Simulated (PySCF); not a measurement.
**Magnetic susceptibility: SMILES CC(=O)C(=O)N/C=C/F, C$_{5}$H$_{6}$FNO$_{2}$**

Geometry:
```
atom   x (Å)   y (Å)   z (Å)
  C1  -2.866  -0.174  -0.694
  C2  -1.622   0.235   0.015
  O3  -1.570   0.904   1.021
  C4  -0.328  -0.265  -0.642
  O5  -0.303  -0.946  -1.643
  N6   0.764   0.157   0.047
  C7   2.063  -0.140  -0.304
  C8   3.119   0.274   0.385
  F9   4.361  -0.046  -0.004
 H10  -3.748   0.168  -0.161
 H11  -2.875  -1.257  -0.802
 H12  -2.845   0.241  -1.700
 H13   0.581   0.723   0.870
 H14   2.160  -0.746  -1.194
 H15   3.105   0.878   1.279
```

Method: PySCF 2.14.0, GIAO wB97X-D/pcSseg-1 magnetisability, rotational g tensor and spin-rotation constants, non-relativistic, gas phase. Geometry: GFN2-xTB.

Q: What are the magnetisability and the molar susceptibility?

A: Isotropic -1021 × 10⁻³⁰ J/T², or -61.5 × 10⁻⁶ cm³/mol; principal values -1316, -1029, -717 × 10⁻³⁰ J/T², anisotropy 518 × 10⁻³⁰ J/T² (root of half the summed squared differences of the principal values). The susceptibility is in cgs units.

Q: Split it along the inertial axes a, b, c into diamagnetic and paramagnetic parts about the centre of mass, with the quadrupole moment.

A: 
| axis | χ (10⁻⁶ cm³/mol) | diamagnetic (10⁻⁶ cm³/mol) | paramagnetic (10⁻⁶ cm³/mol) | summed x² of all electrons (Å²) | quadrupole Θ (D Å) |
| --- | --- | --- | --- | --- | --- |
| a | -62.0 | -344.6 | 282.6 | 391.4 | +2.42 |
| b | -43.2 | -1712.2 | 1669.1 | 69.0 | -5.43 |
| c | -79.2 | -1953.3 | 1874.1 | 12.2 | +3.01 |

Anisotropies 2χaa − χbb − χcc = -1.5 and 2χbb − χaa − χcc = +54.8 × 10⁻⁶ cm³/mol. Θ is traceless in Buckingham's convention.

Q: And the rotational g tensor?

A: 
```tsv
axis	rotational constant (GHz)	g	nuclear part	electronic part
a	4.6846	-0.0737	0.5482	-0.6219
b	0.6949	-0.0156	0.5293	-0.5449
c	0.6074	-0.0047	0.5300	-0.5348
```
Asymmetric top; isotopes 12C, 19F, 1H, 14N, 16O; no vibrational averaging.
